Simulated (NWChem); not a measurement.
System: C$_{2}$H$_{6}$BFO; SMILES CCOBF

Input file for NWChem:

```
start job
memory heap 200 mb stack 900 mb global 1100 mb
geometry units angstroms noautosym nocenter noautoz
  B     -0.506392     1.319379    -0.270783
  H     -1.277572     2.073337    -0.807143
  F      0.712040     1.749412     0.056982
  O     -0.883200     0.061922    -0.008832
  C     -0.036930    -0.896611     0.607870
  C      0.452922    -1.906496    -0.404980
  H      0.810332    -0.394679     1.102293
  H     -0.636169    -1.392439     1.387761
  H      1.089090    -1.427559    -1.164773
  H      1.044930    -2.689987     0.091756
  H     -0.394398    -2.385490    -0.917643
end
basis spherical
  * library 6-31g*
end
dft
  xc hfexch
  iterations 150
  mulliken
end
task dft energy
esp
  recalculate
  probe 0.07
  range 0.3
  factor 1.0
  spacing 0.02
end
task esp
```

Output (shortened):

```
             Northwest Computational Chemistry Package (NWChem) 7.3.0
             --------------------------------------------------------

                             Geometry "geometry" -> ""
                             -------------------------

 Output coordinates in angstroms (scale by  1.889725989 to convert to a.u.)

  No.       Tag          Charge          X              Y              Z
 ---- ---------------- ---------- -------------- -------------- --------------
    1 B                    5.0000    -0.50639200     1.31937900    -0.27078300
    2 H                    1.0000    -1.27757200     2.07333700    -0.80714300
    3 F                    9.0000     0.71204000     1.74941200     0.05698200
    4 O                    8.0000    -0.88320000     0.06192200    -0.00883200
    5 C                    6.0000    -0.03693000    -0.89661100     0.60787000
    6 C                    6.0000     0.45292200    -1.90649600    -0.40498000
    7 H                    1.0000     0.81033200    -0.39467900     1.10229300
    8 H                    1.0000    -0.63616900    -1.39243900     1.38776100
    9 H                    1.0000     1.08909000    -1.42755900    -1.16477300
   10 H                    1.0000     1.04493000    -2.68998700     0.09175600
   11 H                    1.0000    -0.39439800    -2.38549000    -0.91764300

 Effective nuclear repulsion energy (a.u.)     172.2948438496

  xc_inp: hfexch multiplicative factor not found.

                                 NWChem DFT Module
                                 -----------------

 Summary of "ao basis" -> "ao basis" (spherical)
 ------------------------------------------------------------------------------
       Tag                 Description            Shells   Functions and Types
 ---------------- ------------------------------  ------  ---------------------
 B                           6-31g*                  6       14   3s2p1d
 H                           6-31g*                  2        2   2s
 F                           6-31g*                  6       14   3s2p1d
 O                           6-31g*                  6       14   3s2p1d
 C                           6-31g*                  6       14   3s2p1d

            General Information
            -------------------
          SCF calculation type: DFT
          Wavefunction type:  closed shell.
          No. of atoms     :    11
          No. of electrons :    40
           Alpha electrons :    20
            Beta electrons :    20
          Charge           :     0
          Spin multiplicity:     1
          Use of symmetry is: off; symmetry adaption is: off
          Maximum number of iterations: 150
          AO basis - number of functions:    82
                     number of shells:    42
          Convergence on energy requested:  1.00D-06
          Convergence on density requested:  1.00D-05
          Convergence on gradient requested:  5.00D-04

              XC Information
              --------------
                     Hartree-Fock (Exact) Exchange  1.000

      Superposition of Atomic Density Guess
      -------------------------------------

 Sum of atomic energies:        -276.96267628

      Non-variational initial energy
      ------------------------------

 Total energy =    -279.342282
 1-e energy   =    -720.659122
 2-e energy   =     269.021996
 HOMO         =      -0.373525
 LUMO         =       0.093105

     ---------------------------------------------
      Total Density - Mulliken Population Analysis
     ---------------------------------------------

    Atom       Charge   Shell Charges
 -----------   ------   -------------------------------------------------------
    1 B    5     4.18   2.00  0.55  0.97  0.38  0.17  0.12
    2 H    1     1.04   0.48  0.56
    3 F    9     9.48   2.00  0.95  3.46  0.98  2.09  0.01
    4 O    8     8.66   2.00  0.93  3.08  0.85  1.78  0.02
    5 C    6     5.99   2.00  0.69  1.77  0.58  0.89  0.06
    6 C    6     6.70   2.00  0.72  2.06  0.68  1.22  0.03
    7 H    1     0.81   0.48  0.33
    8 H    1     0.81   0.48  0.33
    9 H    1     0.78   0.47  0.31
   10 H    1     0.77   0.46  0.31
   11 H    1     0.78   0.47  0.31

   convergence    iter        energy       DeltaE   RMS-Dens  Diis-err
 ---------------- ----- ----------------- --------- --------- ---------
 d= 0,ls=0.0,diis     1   -278.2425172421 -4.51D+02  6.07D-03  6.01D-01
 d= 0,ls=0.0,diis     2   -278.3061748517 -6.37D-02  2.12D-03  1.34D-01
 d= 0,ls=0.0,diis     3   -278.3180780502 -1.19D-02  7.24D-04  6.62D-03
 d= 0,ls=0.0,diis     4   -278.3189953814 -9.17D-04  1.56D-04  1.82D-04
 d= 0,ls=0.0,diis     5   -278.3190231242 -2.77D-05  4.54D-05  1.75D-05
  Resetting Diis
 d= 0,ls=0.0,diis     6   -278.3190255917 -2.47D-06  1.66D-05  1.73D-06
 d= 0,ls=0.0,diis     7   -278.3190258597 -2.68D-07  3.65D-06  9.39D-08

         Total DFT energy =     -278.319025859736
      One electron energy =     -724.052326247245
           Coulomb energy =      308.282483166115
    Exchange-Corr. energy =      -34.844026628221
 Nuclear repulsion energy =      172.294843849615

 Numeric. integr. density =        0.000000000000

                       DFT Final Molecular Orbital Analysis
                       ------------------------------------

 Vector   18  Occ=2.000000D+00  E=-5.095633D-01
              MO Center= -4.5D-01,  5.7D-01, -3.5D-01, r^2= 4.6D+00
   Bfn.  Coefficient  Atom+Function         Bfn.  Coefficient  Atom+Function
  ----- ------------  ---------------      ----- ------------  ---------------
    16      0.287321   2 H  s                15      0.238464   2 H  s
     4      0.192643   1 B  py               62     -0.180985   6 C  py
    34     -0.178970   4 O  py               48      0.157483   5 C  py
     3     -0.143474   1 B  px               19      0.130073   3 F  px
    38     -0.127639   4 O  py                5     -0.126146   1 B  pz

 Vector   19  Occ=2.000000D+00  E=-4.825219D-01
              MO Center= -1.4D-01, -6.2D-01,  1.9D-01, r^2= 2.8D+00
   Bfn.  Coefficient  Atom+Function         Bfn.  Coefficient  Atom+Function
  ----- ------------  ---------------      ----- ------------  ---------------
    33      0.256109   4 O  px               47     -0.233058   5 C  px
    73     -0.223724   7 H  s                74     -0.217148   7 H  s
    35      0.200415   4 O  pz               37      0.200736   4 O  px
    62      0.163328   6 C  py               39      0.161081   4 O  pz
    48     -0.160917   5 C  py               82     -0.153762  11 H  s

 Vector   20  Occ=2.000000D+00  E=-4.705003D-01
              MO Center= -3.4D-01, -6.1D-01,  1.6D-01, r^2= 2.4D+00
   Bfn.  Coefficient  Atom+Function         Bfn.  Coefficient  Atom+Function
  ----- ------------  ---------------      ----- ------------  ---------------
    35      0.354946   4 O  pz               39      0.293560   4 O  pz
    49     -0.229028   5 C  pz               33     -0.223163   4 O  px
    37     -0.185989   4 O  px               75     -0.172490   8 H  s
    47      0.171368   5 C  px               76     -0.166835   8 H  s
    61     -0.163615   6 C  px               63      0.160181   6 C  pz

 Vector   21  Occ=0.000000D+00  E= 1.877546D-01
              MO Center= -5.1D-01,  1.3D+00, -2.7D-01, r^2= 2.5D+00
   Bfn.  Coefficient  Atom+Function         Bfn.  Coefficient  Atom+Function
  ----- ------------  ---------------      ----- ------------  ---------------
     9      0.752901   1 B  pz                5      0.329201   1 B  pz
    39     -0.298363   4 O  pz                7     -0.292260   1 B  px
     8      0.235306   1 B  py               25     -0.236369   3 F  pz
    35     -0.201844   4 O  pz               21     -0.176032   3 F  pz
    76      0.173152   8 H  s                78     -0.171370   9 H  s

 Vector   22  Occ=0.000000D+00  E= 2.373399D-01
              MO Center=  4.3D-01, -1.4D+00,  6.9D-02, r^2= 5.1D+00
   Bfn.  Coefficient  Atom+Function         Bfn.  Coefficient  Atom+Function
  ----- ------------  ---------------      ----- ------------  ---------------
    64      1.658400   6 C  s                50      1.315588   5 C  s
    78     -0.904092   9 H  s                80     -0.906912  10 H  s
    76     -0.830863   8 H  s                74     -0.776658   7 H  s
    82     -0.746787  11 H  s                 6     -0.606706   1 B  s
    53      0.476999   5 C  pz               67     -0.424932   6 C  pz

 Vector   23  Occ=0.000000D+00  E= 2.875957D-01
              MO Center= -6.2D-02, -1.1D+00, -2.3D-01, r^2= 5.3D+00
   Bfn.  Coefficient  Atom+Function         Bfn.  Coefficient  Atom+Function
  ----- ------------  ---------------      ----- ------------  ---------------
    64      1.852052   6 C  s                50     -1.241396   5 C  s
    82     -1.082247  11 H  s                78     -0.941420   9 H  s
     6      0.826164   1 B  s                76      0.767098   8 H  s
    52      0.671913   5 C  py               36     -0.635670   4 O  s
    16     -0.513498   2 H  s                74      0.421321   7 H  s

     ---------------------------------------------
      Total Density - Mulliken Population Analysis
     ---------------------------------------------

    Atom       Charge   Shell Charges
 -----------   ------   -------------------------------------------------------
    1 B    5     4.28   2.00  0.52  1.24  0.20  0.16  0.16
    2 H    1     1.08   0.52  0.56
    3 F    9     9.41   2.00  0.93  3.31  1.01  2.15  0.01
    4 O    8     8.59   2.00  0.88  2.93  0.92  1.84  0.02
    5 C    6     6.00   2.00  0.65  1.96  0.56  0.76  0.08
    6 C    6     6.51   2.00  0.65  2.06  0.69  1.07  0.05
    7 H    1     0.83   0.53  0.29
    8 H    1     0.83   0.53  0.29
    9 H    1     0.83   0.52  0.31
   10 H    1     0.83   0.52  0.31
   11 H    1     0.82   0.52  0.30

     -------------------------------------------
      Total Density - Lowdin Population Analysis
     -------------------------------------------

    Atom       Charge   Shell Charges
 -----------   ------   -------------------------------------------------------
    1 B    5     4.96   1.98  0.42  1.17  0.35  0.67  0.38
    2 H    1     1.00   0.50  0.50
    3 F    9     9.10   1.99  0.90  3.19  0.79  2.21  0.02
    4 O    8     8.16   1.99  0.80  2.79  0.61  1.92  0.05
    5 C    6     6.06   1.99  0.52  1.79  0.41  1.20  0.15
    6 C    6     6.37   1.99  0.55  1.87  0.44  1.43  0.08
    7 H    1     0.88   0.51  0.36
    8 H    1     0.88   0.51  0.36
    9 H    1     0.87   0.50  0.37
   10 H    1     0.87   0.50  0.37
   11 H    1     0.87   0.50  0.37

     Multipole analysis of the density
     ---------------------------------

     L   x y z        total         alpha         beta         nuclear
     -   - - -        -----         -----         ----         -------
     0   0 0 0     -0.000000    -20.000000    -20.000000     40.000000

     1   1 0 0      0.159279      0.133530      0.133530     -0.107781
     1   0 1 0     -0.535297     -0.080112     -0.080112     -0.375073
     1   0 0 1      0.179734      0.091891      0.091891     -0.004048

     2   2 0 0    -24.082233    -44.987057    -44.987057     65.891881
     2   1 1 0     -1.299583      4.808847      4.808847    -10.917278
     2   1 0 1     -0.496032     -0.442187     -0.442187      0.388342
     2   0 2 0    -22.508487   -161.717809   -161.717809    300.927132
     2   0 1 1     -0.439917     -0.278820     -0.278820      0.117723
     2   0 0 2    -21.248721    -27.760374    -27.760374     34.272027

                     NWChem Electrostatic Potential Fit Module
                     -----------------------------------------

 Atom parameters

 Number of atoms is                                   11
 Number of basis functions is                         82

 Grid parameters

 Maximum number of grid points is                  41953
 Number of grid points is                          41952
 Grid range                                     0.300000 nm
 Grid spacing                                   0.020000 nm
 Probe radius                                   0.070000 nm
 Atom radius factor                             1.000000

 Atomic radii

    1    0.100000
    5    0.158000
    6    0.147000
    8    0.136000
    9    0.128000
 FASTESP  F
  using M.O. file = ./job.movecs

    Atom              Coordinates                           Charge

                                                  ESP

    1 B    -0.050639    0.131938   -0.027078    0.807547
    2 H    -0.127757    0.207334   -0.080714   -0.191873
    3 F     0.071204    0.174941    0.005698   -0.360416
    4 O    -0.088320    0.006192   -0.000883   -0.646706
    5 C    -0.003693   -0.089661    0.060787    0.623986
    6 C     0.045292   -0.190650   -0.040498   -0.246569
    7 H     0.081033   -0.039468    0.110229   -0.070582
    8 H    -0.063617   -0.139244    0.138776   -0.074292
    9 H     0.108909   -0.142756   -0.116477    0.066571
   10 H     0.104493   -0.268999    0.009176    0.026850
   11 H    -0.039440   -0.238549   -0.091764    0.065484
                                            ------------
                                               -0.000000

 Dipole moment                                  0.581200

 Quadrupole moment Qxx                         -4.668871
                   Qyy                          0.742618
                   Qzz                          3.926252

 RMS deviation kJ/mol                           0.054118

 RRMS %                                        34.446833
```

Level: Hartree-Fock/6-31G* (spherical d). All runs use the structure optimised with PBE0/def2-SVP.
